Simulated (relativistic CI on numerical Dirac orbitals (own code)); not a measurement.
## Tc⁺: resonant inelastic scattering at the M2,3 edge

Computed with this model: Dirac-Coulomb-Breit CI, KLI orbitals optimised for each configuration, QED by a radiative potential, valence Slater integrals scaled by 0.9, Kramers-Heisenberg scattering through one core-hole configuration in a parametric crystal field; configurations [Kr] 4d6 → [Ne] 3s2 3p5 3d10 4s2 4p6 4d7; 300 K; core-hole width 2 eV; summed over polarisations. Incident energies are the highest absorption maxima for each field (at most a few, so the weaker spin-orbit partner edge can be absent), on the computed scale of the free ion. Intensities are in per cent of the strongest line above 0.02 eV; levels within 1 cm⁻¹ are merged; final levels count from the ground level, the first row holds all elastic scattering, lines under 0.4 are left out and each table stops after 24 rows. The scale of the Slater integrals is a model choice and moves the terms in proportion. The configuration is assumed, with all valence electrons in the open shell; the free ion's ground configuration is another.

Field parameters in Wybourne normalisation: D3d B²₀ = −7Dσ, B⁴₀ = −14Dq − 21Dτ, B⁴₃ = −14√(10/7) Dq; Oh B⁴₀ = 21Dq, B⁴₄ = √(5/14) B⁴₀. The field is a parameter set, without covalency.

S is read from ⟨S²⟩ = S(S + 1).

D3d, 10Dq = 22100, Dσ = -380, Dτ = 480 cm⁻¹:

```csv
Final level (eV),Degeneracy,Irrep,S,430.5 eV,450.6 eV
0.000,1,A1,0.02,441.4,56.1
1.971,2,E,1.01,7.2,4.8
1.973,1,A1,1.01,5.8,3.2
2.018,2,E,1.01,6.5,1.9
2.072,2,E,1.01,12.2,4.2
2.121,1,A2,1.01,0.5,0.3
2.133,1,A1,1.01,27.1,18.9
2.426,1,A2,0.95,34.4,2.0
2.455,2,E,1.01,30.8,14.0
2.693,1,A2,0.27,49.3,10.9
2.726,2,E,0.85,100.0,5.5
2.775,2,E,1.05,23.2,11.4
2.788,1,A1,1.05,14.3,8.7
2.808,1,A2,0.97,0.1,5.9
2.843,2,E,0.45,64.9,36.8
3.013,2,E,1.97,0.2,0.6
3.646,1,A1,0.02,27.1,3.0
4.021,2,E,0.02,58.5,7.4
5.311,1,,0.98,0.4,0.0
5.557,2,,0.97,0.8,0.4
5.567,1,,0.78,0.8,0.1
5.570,2,,1.01,0.6,0.7
5.627,2,,0.92,0.8,0.4
5.726,2,,0.28,0.5,0.2
```

D3d, 10Dq = 25700, Dσ = 870, Dτ = 280 cm⁻¹:

```tsv
Final level (eV)	Degeneracy	Irrep	S	430.7 eV	450.8 eV
0.000	1	A1	0.01	335.5	44.2
2.234	2	E	1.01	5.0	2.9
2.236	1	A1	1.01	6.3	3.9
2.361	2	E	1.01	5.0	1.7
2.404	2	E	1.01	9.8	4.5
2.449	1	A2	1.01	0.7	0.2
2.456	1	A1	1.01	19.0	13.2
2.790	1	A2	0.89	35.2	0.8
2.822	2	E	1.00	23.7	10.5
2.951	1	A2	0.30	33.6	12.4
3.085	2	E	0.65	100.0	4.4
3.157	2	E	1.01	17.7	8.6
3.170	1	A1	1.02	10.9	6.6
3.185	1	A2	0.99	0.1	2.3
3.198	2	E	0.64	21.7	28.2
4.096	1	A1	0.02	21.5	2.8
4.366	2	E	0.02	46.4	5.8
6.003	1		0.56	0.8	0.0
6.259	2		0.57	0.7	0.1
6.301	2		0.93	0.7	0.3
6.304	2		0.95	0.2	0.5
6.474	1		0.08	0.6	0.0
7.138	2		0.09	0.5	0.2
7.291	2		0.11	0.7	0.2
```

Oh, 10Dq = 23600 cm⁻¹:

```tsv
Final level (eV)	Degeneracy	Irrep	S	430.5 eV	450.6 eV
0.000	1	A1	0.02	319.6	40.4
1.987	2	E	1.01	7.3	6.0
1.991	3	T2	1.01	2.8	0.0
2.044	3	T1	1.02	5.3	0.0
2.084	1	A1	1.02	23.8	16.5
2.518	3	T1	0.95	88.8	4.9
2.549	2	E	1.02	18.1	11.2
2.606	3	T2	1.03	27.0	16.4
2.744	3	T1	0.21	100.0	37.9
3.824	3	T2	0.02	61.6	7.1
5.444	2	E	0.96	0.6	0.3
5.458	3	T2	1.01	1.2	0.5
5.465	3	T1	1.01	0.4	0.8
5.596	3	T2	0.12	1.3	0.4
5.626	2	E	0.18	0.5	0.0
5.719	1	A1	0.04	0.6	0.0
6.373	3		0.94	1.1	0.1
6.432	3		0.16	0.8	0.6
```

For the first field the strongest loss at the lowest incident energy is the level at 2.73 eV (S = 0.85, against 0.02 in the thermal ground state). Levels of other spin, the first over 8 % at 2.07 eV, appear because spin-orbit coupling of the core hole, and in heavier ions of the valence shell too, mixes spins.
